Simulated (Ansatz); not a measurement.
Molecule: C$_{3}$H$_{7}$Si, charge 0, multiplicity 2. It need not be the lowest isomer of its formula. 
Structure (B3LYP-D3(BJ)/def2-TZVP (Ansatz, a quantum-chemistry and plane-wave program) minimum search):
```
C
H 1 1.0916
H 1 1.0939 2 107.58
C 1 1.5027 2 110.53 3 -120.33
C 4 1.3056 1 126.40 2 -16.01
H 5 1.0775 4 138.23 1 -178.69
H 4 1.0956 5 118.13 6 -0.93
Si 1 1.8915 2 108.66 3 116.90
H 8 1.4805 1 109.99 2 57.43
H 8 1.4830 9 108.90 1 -120.36
H 8 1.4836 9 109.27 10 -118.65
```
Charge 0, spin multiplicity 2.

Basis-set convergence of Hartree-Fock and MP2 correlation energies (hartree) with Ansatz. Valence correlation only, unless marked. Open shells are spin-unrestricted. Spin-orbit coupling is left out. No relativistic terms.

The UHF reference is spin-contaminated (<S^2> 0.17 over the pure value in the largest basis). 

```json
[
 {"basis": "cc-pV(D+d)Z", "functions": "100", "E(HF)": "-406.53747", "E(corr, MP2)": "-0.47307"},
 {"basis": "cc-pV(T+d)Z", "functions": "227", "E(HF)": "-406.58197", "E(corr, MP2)": "-0.58242"},
 {"basis": "cc-pV(Q+d)Z", "functions": "439", "E(HF)": "-406.59302", "E(corr, MP2)": "-0.62103"}
]
```

Extrapolating the two largest sets (X = 3 and 4) as X^-3: E(corr) = (64·(-0.62103) - 27·(-0.58242))/37 = -0.6492 Eh, an estimate of the basis-set limit. The largest set recovers 95.7 % of it, the smallest 72.9 %.
